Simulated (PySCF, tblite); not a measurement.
Isomers of C6H12OSSi. Calculated harmonic vibrations of the isolated species, GFN2-xTB (tblite), most abundant isotopes, no scaling. The method is semi-empirical: single wavenumbers can be off by several per cent or more. Modes of hydrogen on silicon can be 10 to 20 % off. One conformer each.

Electronic energies: PBE0/pcSseg-1 single points on the GFN2-xTB geometries (PySCF, gas phase).

```
                        SMILES  electronic energy, lowest = 0 (kJ/mol)
 CS[C@@H]1C[C@@H](C=O)C[SiH2]1                                     0.0
OC[C@@H]1C[C@]12C[C@H]2S[SiH3]                                   128.1
    C=CC[C@@H]1CS[C@H]1O[SiH3]                                    49.7
```

**Question.** How do GFN2-xTB zero-point energies change the relative energies?

**Answer.** 
```tsv
SMILES	ZPE (kJ/mol)	of it from modes above 1550 cm⁻¹	electronic (kJ/mol)	with ZPE, lowest = 0 (kJ/mol)	lowest mode (cm⁻¹)	rings
CS[C@@H]1C[C@@H](C=O)C[SiH2]1	427.7	215.3	0.0	0.0	47	1
C=CC[C@@H]1CS[C@H]1O[SiH3]	422.6	213.3	49.7	44.6	38	1
OC[C@@H]1C[C@]12C[C@H]2S[SiH3]	422.7	217.4	128.1	123.2	45	2
```

The zero-point energies span 5.1 kJ/mol, from `C=CC[C@@H]1CS[C@H]1O[SiH3]` to `CS[C@@H]1C[C@@H](C=O)C[SiH2]1`. The order is unchanged.

**Question.** And how do the electronic energies of GFN2-xTB itself compare?

**Answer.** `CS[C@@H]1C[C@@H](C=O)C[SiH2]1` 135.1; `C=CC[C@@H]1CS[C@H]1O[SiH3]` 0.0; `OC[C@@H]1C[C@]12C[C@H]2S[SiH3]` 134.0 kJ/mol, lowest = 0. Against the energies above, taken from the same isomer `CS[C@@H]1C[C@@H](C=O)C[SiH2]1`, the largest difference is 184.8 kJ/mol.

**Question.** What do entropy and thermal enthalpy add at 298.15 K and 1 bar (rigid rotor, harmonic oscillator, one conformer each)?

**Answer.** 
| SMILES | point group | symmetry number | S (J/(mol K)) | H − H(0) (kJ/mol) | ZPE + H − H(0) − TS (kJ/mol) |
| --- | --- | --- | --- | --- | --- |
| CS[C@@H]1C[C@@H](C=O)C[SiH2]1 | C1 | 1 | 445.1 | 32.52 | 327.5 |
| C=CC[C@@H]1CS[C@H]1O[SiH3] | C1 | 1 | 458.8 | 33.00 | 318.8 |
| OC[C@@H]1C[C@]12C[C@H]2S[SiH3] | C1 | 1 | 455.1 | 33.38 | 320.4 |
